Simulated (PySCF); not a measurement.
C₃H₈N, SMILES C[N]CC, multiplicity 2. Coordinates come from a PBE-D3(BJ)/def2-SVP optimisation. The isomer is the one that the SMILES or the coordinates give; other isomers of the formula were not compared. One conformer was computed; it need not be the lowest.

Problem. Give the equilibrium geometry at PBE-D3(BJ)/def2-SVP (PySCF confirms it by a frequency run) as bond lengths and angles, and its point group. (Estimate from the structure and the level; the computed values follow.)

Solution. This is not unique; one that fits is point group Cs.
Atoms: C1 C2 N3 C4 H5 H6 H7 H8 H9 H10 H11 H12. Bonds (Å): C1–C2 1.526, C1–H5 1.108, C1–H6 1.108, C1–H7 1.108, C2–N3 1.434, C2–H8 1.124, C2–H9 1.124, N3–C4 1.430, C4–H10 1.109, C4–H11 1.121, C4–H12 1.121. Angles (°): C2–C1–H5 111.3, C2–C1–H6 110.5, C2–C1–H7 110.5, H5–C1–H6 108.4, H5–C1–H7 108.4, H6–C1–H7 107.6, C1–C2–N3 112.5, C1–C2–H8 110.4, C1–C2–H9 110.4, N3–C2–H8 109.9, N3–C2–H9 109.9, H8–C2–H9 103.4, C2–N3–C4 113.0, N3–C4–H10 111.3, N3–C4–H11 112.0, N3–C4–H12 112.0, H10–C4–H11 108.2, H10–C4–H12 108.2, H11–C4–H12 104.9.
Charge 0, spin multiplicity 2.
